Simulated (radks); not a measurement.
Species: the carbon ion C+. Configuration: [He] 2s2 2p1. Calculated with a radial shooting solver on a logarithmic mesh with Libxc functionals: Dirac Kohn-Sham, PBE, spin-unpolarised, spherical densities, finite nucleus; open shells fill j = l - 1/2 first; Fermi nuclear charge, rms radius 2.4702 fm.

X-ray form factor f0, the Fourier transform of the density (f0(0) = 5):

sin(theta)/lambda (1/angstrom)  f0 (electrons)
0.05                                     4.854
0.1                                      4.462
0.15                                     3.931
0.2                                      3.377
0.25                                     2.881
0.3                                      2.479
0.4                                      1.954
0.5                                      1.683
0.6                                      1.532
0.8                                      1.322
1                                        1.116
1.25                                     0.870
1.5                                      0.662
2                                        0.376
